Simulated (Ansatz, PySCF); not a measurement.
Gas-phase reaction in SMILES: C[N](C)[GeH3] [N-germyl-N-methylmethanamine] + 3 [H][H] (H2) → 2 C (CH4) + [GeH4] (GeH4) + N (NH3)
Structures are relaxed separately at B3LYP-D3(BJ)/def2-TZVP in Ansatz (an electronic-structure program). Frequencies are from Ansatz or PySCF.

Quantity: energy of full hydrogenation (0 K, with B3LYP-D3(BJ) harmonic zero-point energies), in kJ/mol. Correlated levels leave the core frozen unless marked. No spin-orbit coupling. Frozen are the shells of the preceding noble gas and the d and f shells that filled before the atom's block. No relativistic terms. CBS(X,Y): correlation extrapolated as X^-3; Hartree-Fock from the larger set.

```tsv
level	program	energy of full hydrogenation (kJ/mol)
PBE/def2-TZVPD	Ansatz	-187.0
BLYP-D3(BJ)/def2-TZVPD	Ansatz + dftd3	-170.2
B3LYP/def2-TZVPD	Ansatz	-202.3
PBE0-D3(BJ)/def2-TZVPD	Ansatz + dftd3	-183.6
PBE0-D4/def2-TZVP	Ansatz + dftd4	[?]
PBE0/def2-QZVPP	Ansatz	-200.8
BHLYP-D3(BJ)/def2-TZVPD	Ansatz + dftd3	-189.8
BHLYP-D4/def2-TZVPD	Ansatz + dftd4	-189.6
r2SCANh-D4/def2-TZVPD	Ansatz + dftd4	-181.0
CAM-B3LYP-D4/def2-TZVPD	Ansatz + dftd4	[?]
LC-wPBE-D3(BJ)/def2-TZVPD	Ansatz + dftd3	-181.7
RPA@PBE/cc-pVQZ	Ansatz	[?]
CCSD/cc-pVDZ	Ansatz	-187.3
CCSD(T)/CBS(cc-pVTZ,cc-pVQZ)	Ansatz	[?]
```

Task: Fill in the missing entries.

Result: 
- PBE0-D4/def2-TZVP, energy of full hydrogenation (kJ/mol): -179.4
- CAM-B3LYP-D4/def2-TZVPD, energy of full hydrogenation (kJ/mol): -185.3
- RPA@PBE/cc-pVQZ, energy of full hydrogenation (kJ/mol): -171.6
- CCSD(T)/CBS(cc-pVTZ,cc-pVQZ), energy of full hydrogenation (kJ/mol): -177.7
